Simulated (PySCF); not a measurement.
Ligand exchange on a metal centre used in film growth or etching (Mo OH-NH2). All species are isolated molecules in the gas phase. One relaxed conformer stands for each flexible species; it need not be the lowest.

Calculation: PySCF with PBE-D3(BJ)/def2-TZVP // TPSS-D3(BJ)/def2-SVP. All candidates: neutral, multiplicity 1. 

```
Quantity          Value
-------------  --------
LUMO           -2.72 eV
HOMO–LUMO gap   2.35 eV
HOMO           -5.07 eV
```

**Question.** Identify which member has these values.
A. [Mo(OH)6]
B. [Mo(OH)(NH2)5]
C. [Mo(OH)5(NH2)]
D. [Mo(NH2)6]

**Answer.** B, [Mo(OH)(NH2)5]. The others give [Mo(OH)5(NH2)]: -3.84 eV, 2.56 eV, -6.40 eV; [Mo(OH)6]: -4.21 eV, 2.94 eV, -7.15 eV; [Mo(NH2)6]: -2.33 eV, 2.80 eV, -5.13 eV
